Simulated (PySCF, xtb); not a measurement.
silole (C4H6Si), SMILES C1=C[SiH2]C=C1.

xtb with GFN2-xTB at its own geometry gives an orbital gap of 2.98 eV and a dipole moment of 0.21 D.

The structure is a stationary point at TPSSh-D3(BJ)/def2-SVP.

### Question
What does r2SCAN/def2-TZVP (PySCF) give? (Estimate from the structure and the level; the computed values follow.)

### Answer
gap 3.56 eV (levels -5.95 and -2.39 eV), dipole 0.65 D.
